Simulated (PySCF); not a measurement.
**Worked example: entropy of an ideal gas**

Sn(H)2(OH)2 (H4O2Sn), SMILES [OH][SnH2][OH].

The structure is a stationary point at B3LYP-D3(BJ)/def2-SVP. The def2 effective core potentials stand for the cores of Sn; spin–orbit coupling is left out. Other conformers were not sampled.

B3LYP-D3(BJ)/def2-SVP (PySCF) gives the harmonic wavenumbers 169, 208, 274, 431, 529, 611, 614, 660, 663, 847, 856, 1921, 1939, 3824, 3825 cm⁻¹ and the rotational temperatures 0.5178, 0.2553, 0.1855 K. The molar mass is 154.74 g/mol, the symmetry number 2, the spin multiplicity 1.

Question: Work out the entropy at 298.15 K and 1 atm in the rigid-rotor, harmonic-oscillator model.

Answer: 
Translation (Sackur–Tetrode at 1 atm): S = R[1.5 ln M + 2.5 ln T − 1.16487] = 171.6 J/(mol K).
Rotation: q = (√π/σ) T^1.5/√(θA θB θC) = 29100, S = R[ln q + 3/2] = 97.9 J/(mol K).
Vibration: with u = 1.4388 ν/T, each mode gives R[u/(e^u − 1) − ln(1 − e^−u)]:
```json
[
 {"ν (cm⁻¹)": "169", "modes": "1", "u": "0.82", "S (J/(mol K))": "10.24"},
 {"ν (cm⁻¹)": "208", "modes": "1", "u": "1.00", "S (J/(mol K))": "8.62"},
 {"ν (cm⁻¹)": "274", "modes": "1", "u": "1.32", "S (J/(mol K))": "6.57"},
 {"ν (cm⁻¹)": "431", "modes": "1", "u": "2.08", "S (J/(mol K))": "3.58"},
 {"ν (cm⁻¹)": "529", "modes": "1", "u": "2.55", "S (J/(mol K))": "2.47"},
 {"ν (cm⁻¹)": "611", "modes": "1", "u": "2.95", "S (J/(mol K))": "1.80"},
 {"ν (cm⁻¹)": "614", "modes": "1", "u": "2.96", "S (J/(mol K))": "1.78"},
 {"ν (cm⁻¹)": "660", "modes": "1", "u": "3.18", "S (J/(mol K))": "1.49"},
 {"ν (cm⁻¹)": "663", "modes": "1", "u": "3.20", "S (J/(mol K))": "1.48"},
 {"ν (cm⁻¹)": "847", "modes": "1", "u": "4.09", "S (J/(mol K))": "0.72"},
 {"ν (cm⁻¹)": "856", "modes": "1", "u": "4.13", "S (J/(mol K))": "0.70"},
 {"ν (cm⁻¹)": "1921", "modes": "1", "u": "9.27", "S (J/(mol K))": "0.01"},
 {"ν (cm⁻¹)": "1939", "modes": "1", "u": "9.36", "S (J/(mol K))": "0.01"}
]
```
The stiffer modes add less than 0.005 each. Sum 39.5 J/(mol K).
Spin: R ln 1 = 0.0 J/(mol K).
Total 309.0 J/(mol K); the program's own thermochemistry gives 309.1. Translation makes up 56 % and vibration 13 %. Anharmonicity, hindered rotation and orbital degeneracy are left out.
